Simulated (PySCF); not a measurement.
Species: `CC[C@@H]1C=C(Cl)C[Si@H]1F`. The columns A, B, C and D hold Mulliken, IAO, Hirshfeld and ESP-fitted charges (e) of one PBE0/pcSseg-1 density (PySCF), in a shuffled order. Coordinates in Å (GFN2-xTB); the density's dipole moment is (1.54, 1.09, 0.44) D.

```
atom       x       y       z       A       B       C       D
  C1   2.643  -0.424  -0.098  -0.262  -0.299  -0.418  -0.116
  C2   1.477   0.397   0.441  -0.228  +0.142  -0.241  -0.066
  C3   0.149  -0.376   0.448  -0.554  -0.065  -0.404  -0.112
  C4  -0.341  -0.654  -0.948  +0.041  -0.223  -0.171  -0.062
  C5  -1.539  -0.209  -1.293  -0.264   0.000  -0.010  +0.013
 Cl6  -2.204  -0.458  -2.875  -0.088  -0.106  -0.046  -0.046
  C7  -2.389   0.534  -0.309  -0.440  -0.287  -0.584  -0.173
 Si8  -1.308   0.561   1.254  +1.146  +0.655  +1.218  +0.463
  F9  -1.983  -0.322   2.432  -0.422  -0.328  -0.532  -0.209
 H10   3.571   0.136  -0.009  +0.120  +0.078  +0.145  +0.044
 H11   2.497  -0.669  -1.146  +0.117  +0.083  +0.137  +0.040
 H12   2.747  -1.350   0.463  +0.111  +0.075  +0.137  +0.041
 H13   1.360   1.302  -0.158  +0.120  -0.013  +0.131  +0.034
 H14   1.705   0.705   1.464  +0.125  -0.018  +0.131  +0.038
 H15   0.333  -1.334   0.948  +0.160  +0.056  +0.151  +0.042
 H16   0.285  -1.206  -1.630  +0.100  +0.143  +0.157  +0.047
 H17  -2.639   1.520  -0.701  +0.164  +0.103  +0.166  +0.044
 H18  -3.335   0.011  -0.164  +0.172  +0.129  +0.172  +0.048
 H19  -1.041   1.846   1.874  -0.115  -0.126  -0.140  -0.068
```

Task: Which column most likely holds the ESP-fitted charges?

Result: B. Σ q r misses the density's dipole by 0.06 D (B), 0.63 D (D), 1.46 D (C), 2.65 D (A). Charges fitted to the outside potential are the only set here that is tied to the molecule's multipoles.

Task: And the Hirshfeld charges?

Result: D. The mean sizes are 0.090 e (D), 0.154 e (B), 0.250 e (A), 0.268 e (C), and Hirshfeld charges are commonly the smallest of these schemes.

As computed, A = Mulliken, B = ESP-fitted, C = IAO, D = Hirshfeld. Hydrogens on carbon: Mulliken +0.10 to +0.17, ESP-fitted -0.02 to +0.14, IAO +0.13 to +0.17, Hirshfeld +0.03 to +0.05 e.

The ESP scheme is a least-squares fit of atom-centred charges to the potential on four shells outside the van der Waals surface, with the total charge fixed. The Hirshfeld scheme weights the molecular density at each point by an atom's share of the summed free-atom densities.

The structure is a single GFN2-xTB conformer in the gas phase; no vibrational or solvent corrections.
